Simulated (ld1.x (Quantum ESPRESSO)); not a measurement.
## manganese, TM semilocal: configuration errors across variants

- Element: manganese
- Generator: ld1.x (Quantum ESPRESSO) 7.5
- Type: norm-conserving Troullier–Martins (semilocal form)
- Functional: Wu–Cohen
- Relativity: scalar-relativistic
- Frozen core: [Ne]
- Valence charge: 15
- Reference configuration: 3s2 3p6 3d5 4s2 4p0
- Partial waves: 3s (bound): rc 1.10 bohr; 3d (bound): rc 0.95 bohr; 4f channel at -0.15 Ry: rc 1.00 bohr; 3p (bound): rc 0.90 bohr
- Local potential: the p channel
- Core correction: none

Occupied shells without a wave of their own: 4s. They enter only through the test configuration that unscreens the potential.

All-electron excitation energies from the reference (eV): (1) 3s2 3p6 3d5 4s1 4p0 8.446; (2) 3s2 3p6 3d5 4s0 4p0 23.925; (3) 3s2 3p6 3d4 4s0 4p0 56.436; (4) 3s2 3p6 3d5.5 4s1.5 4p0 -0.483; (5) 3s2 3p6 3d6 4s1 4p0 -0.365; (6) 3s2 3p6 3d4 4s2 4p0 13.232; (7) 3s2 3p5 3d5 4s2 4p0 61.914.

A semilocal file is local in each channel, so a ghost entry of none says nothing of the separable form that plane-wave codes build from it.

For the base: The 4s level has no wave, so the channel is fitted at the deeper level alone: the likely source of the large errors.

The file “all radii scaled by about 1.07 (s 1.18, p 0.96, d 1.02, f 1.06 bohr)” misses its own reference levels by 0.3 eV. The file “all radii scaled by about 1.19 (s 1.30, p 1.08, d 1.14, f 1.18 bohr)” misses its own reference levels by 0.6 eV. The file “all radii scaled by about 1.36 (s 1.50, p 1.22, d 1.30, f 1.36 bohr)” misses its own reference levels by 1.2 eV.

Errors AE − PS in meV (a dash: test not solved or not reliable):

| change | (1) | (2) | (3) | (4) | (5) | (6) | (7) | bound ghosts |
| --- | --- | --- | --- | --- | --- | --- | --- | --- |
| base | -320 | -821 | -1256 | -102 | -176 | +23 | +34 | none |
| all radii scaled by about 0.74 (s 0.82, p 0.66, d 0.70, f 0.74 bohr) | -57 | -147 | -219 | -20 | -33 | +12 | +15 | none |
| all radii scaled by about 0.87 (s 0.96, p 0.78, d 0.82, f 0.86 bohr) | -121 | -310 | -474 | -39 | -66 | +13 | +18 | none |
| all radii scaled by about 1.07 (s 1.18, p 0.96, d 1.02, f 1.06 bohr) | -435 | -1119 | -1709 | -140 | -242 | +28 | +41 | none |
| all radii scaled by about 1.19 (s 1.30, p 1.08, d 1.14, f 1.18 bohr) | -768 | -1972 | -2994 | -249 | -433 | +39 | +56 | none |
| all radii scaled by about 1.36 (s 1.50, p 1.22, d 1.30, f 1.36 bohr) | -1531 | -3916 | -5860 | -508 | -897 | +38 | +56 | none |

Q: Give the same row for: all radii scaled by about 1.29 (s 1.42, p 1.16, d 1.22, f 1.28 bohr).

A: -1246, -3194, -4805, -410, -720, +42, +63; bound ghosts: none.
